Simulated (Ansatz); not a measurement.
Coupled-cluster diagnostics for GaBr3, Ansatz.

Geometry of the singlet (PBE-D4/def2-SVP):

Cartesian coordinates in Å:
```
Ga 0.000 0.000 0.000
Br -0.048 1.173 1.959
Br 0.679 -2.181 -0.009
Br -0.630 1.008 -1.950
```

Correlated methods freeze 36 core orbitals; core or outer-core shells of Ga, Br are correlated, in sets that lack core-valence functions.

(1) Estimate the CCSD(T) correlation energy, the shares of MP2 and (T), T1 and the reference's ⟨S²⟩ for: charge 0, singlet, own geometry in def2-SVP; and the rough time on 2 threads of AMD EPYC 7R13 on a shared host and a share (18 GiB) of an NVIDIA H100 80GB HBM3.

Results:

(1) 
```json
{"state": "charge 0, singlet, own geometry", "basis": "def2-SVP", "correlation (eV)": "-24.529", "MP2 share (%)": "98.4", "(T) share (%)": "2.5", "T1": "0.008", "⟨S²⟩ (pure)": "0.00 (0.00)", "wall time": "4.7 s"}
```
Customary marks for T1 are 0.02 (closed shells), 0.045 (open shells) and about 0.05 (3d metals). T1 stays under 0.02 throughout.
